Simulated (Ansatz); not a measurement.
Computed with Ansatz on PBE0-D4/def2-TZVP structures; ΔE is electronic, products minus reactants. CCSD(T)/CBS adds triple-zeta CCSD(T) − MP2 to the extrapolated MP2 energy (def2 sets, frozen cores). DFT in def2-TZVPP. B3LYP here is the variant with VWN-RPA as its local correlation; programs differ in this. One conformer a species, not always the lowest.

Consider the isomerisation: `CO[SiH](O)F` → `OC(O)(F)[SiH3]`.

```json
{"level": "PBE-D4", "ΔE (kcal/mol)": "100.3", "difference from CCSD(T)/CBS": "-12.1"}
{"level": "r2SCAN-D4", "ΔE (kcal/mol)": "107.9", "difference from CCSD(T)/CBS": "-4.5"}
{"level": "PBE0-D4", "ΔE (kcal/mol)": "104.6", "difference from CCSD(T)/CBS": "-7.8"}
{"level": "B3LYP-D4", "ΔE (kcal/mol)": "109.2", "difference from CCSD(T)/CBS": "-3.2"}
{"level": "ωB97X-V", "ΔE (kcal/mol)": "106.6", "difference from CCSD(T)/CBS": "-5.8"}
{"level": "ωB97M-V", "ΔE (kcal/mol)": "108.3", "difference from CCSD(T)/CBS": "-4.1"}
{"level": "B2PLYP", "ΔE (kcal/mol)": "112.0", "difference from CCSD(T)/CBS": "-0.4"}
{"level": "PBE", "ΔE (kcal/mol)": "100.4", "difference from CCSD(T)/CBS": "-12.0"}
{"level": "r2SCAN", "ΔE (kcal/mol)": "107.9", "difference from CCSD(T)/CBS": "-4.5"}
{"level": "PBE0", "ΔE (kcal/mol)": "104.7", "difference from CCSD(T)/CBS": "-7.7"}
{"level": "B3LYP", "ΔE (kcal/mol)": "109.4", "difference from CCSD(T)/CBS": "-3.0"}
{"level": "HF/def2-TZVPP", "ΔE (kcal/mol)": "116.7", "difference from CCSD(T)/CBS": "4.3"}
{"level": "MP2/def2-TZVPP", "ΔE (kcal/mol)": "114.9", "difference from CCSD(T)/CBS": "2.5"}
{"level": "SCS-MP2/def2-TZVPP", "ΔE (kcal/mol)": "114.3", "difference from CCSD(T)/CBS": "1.9"}
{"level": "CCSD/def2-TZVPP", "ΔE (kcal/mol)": "112.0", "difference from CCSD(T)/CBS": "-0.4"}
{"level": "CCSD(T)/def2-TZVPP", "ΔE (kcal/mol)": "110.4", "difference from CCSD(T)/CBS": "-2.0"}
{"level": "HF/def2-QZVPP", "ΔE (kcal/mol)": "118.0", "difference from CCSD(T)/CBS": "5.6"}
{"level": "MP2/def2-QZVPP", "ΔE (kcal/mol)": "116.5", "difference from CCSD(T)/CBS": "4.1"}
{"level": "SCS-MP2/def2-QZVPP", "ΔE (kcal/mol)": "115.9", "difference from CCSD(T)/CBS": "3.5"}
{"level": "HF/CBS(def2)", "ΔE (kcal/mol)": "118.2", "difference from CCSD(T)/CBS": "5.8"}
{"level": "MP2/CBS(def2)", "ΔE (kcal/mol)": "116.9", "difference from CCSD(T)/CBS": "4.5"}
{"level": "CCSD/CBS(def2)", "ΔE (kcal/mol)": "114.0", "difference from CCSD(T)/CBS": "1.6"}
{"level": "CCSD(T)/CBS", "ΔE (kcal/mol)": "112.4", "difference from CCSD(T)/CBS": "0"}
```

Largest T1 diagnostic among the species: 0.013.

From PBE to PBE0 (25 % exact exchange), in def2-TZVPP and without D4, ΔE moves by +4.3 kcal/mol. In def2-TZVPP, CCSD(T) changes the Hartree–Fock value by −6.3 kcal/mol (the triples alone add −1.6 kcal/mol) and MP2 by −1.7 kcal/mol.
